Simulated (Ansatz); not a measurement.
`C[SiH](O)I` + H–F → `C[SiH](O)F` + HI  (ligand exchange at the Si–I bond)

Computed with Ansatz on PBE0-D4/def2-TZVP structures; ΔE is electronic, products minus reactants. CBS: MP2 limit from def2 TZ/QZ plus the TZ coupled-cluster correction, frozen cores. This one scheme is used for every species. DFT in def2-TZVPP. B3LYP here is the variant with VWN-RPA as its local correlation; programs differ in this. Elements past krypton have def2 core potentials. For I outer-core shells are correlated without core-valence functions, which leaves a few kJ/mol of doubt a bond. One conformer a species, not always the lowest.

```csv
species,B3LYP energy (Eh)
`C[SiH](O)I`,-703.82545
H–F,-100.49272
`C[SiH](O)F`,-505.94092
HI,-298.40577
```

**Question.** Work out ΔE.

**Answer.** ΔE = (-505.94092) + (-298.40577) − (-703.82545) − (-100.49272) = -0.02852 Eh = -74.9 kJ/mol. CCSD(T)/CBS gives -56.5 kJ/mol.

Largest T1 diagnostic among the species: 0.011.

In def2-TZVPP, CCSD(T) changes the Hartree–Fock value by +16.2 kJ/mol (the triples alone add +3.8 kJ/mol) and MP2 by +27.5 kJ/mol. The D4 term adds +9.6 kJ/mol with B3LYP and +5.2 kJ/mol with PBE0; it sums over pairs of atoms, weighted by their polarisabilities, and B3LYP, whose exchange is more repulsive, gets the larger term.
